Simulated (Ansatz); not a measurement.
CH4N (SMILES [CH2]N) moved off its minimum; all values from Ansatz (a program for electronic structure), cores frozen in correlated methods. Open shells are unrestricted.
(charge 0, multiplicity 2)
```xyz
6

C     -0.5553     0.0027    -0.2371
N      0.6488     0.0020     0.0972
H     -1.2135    -0.9917    -0.0153
H     -1.2432     0.8769     0.0461
H      1.2052     0.7350    -0.1972
H      0.9872    -0.8589    -0.0370
```

Task: Give the forces (eV/Å), the total energy and the dipole at CCSD(T)/cc-pVTZ.

Result: 
```
atom       Fx      Fy      Fz
----  -------  ------  ------
C1    -12.275  -0.531  -1.062
N2      5.056   1.308   3.197
H3      1.920   2.143  -0.598
H4      1.256  -0.885  -0.584
H5      1.419   1.502  -0.558
H6      2.625  -3.537  -0.395
```
Energy -94.9942 hartree, dipole 1.52 D.
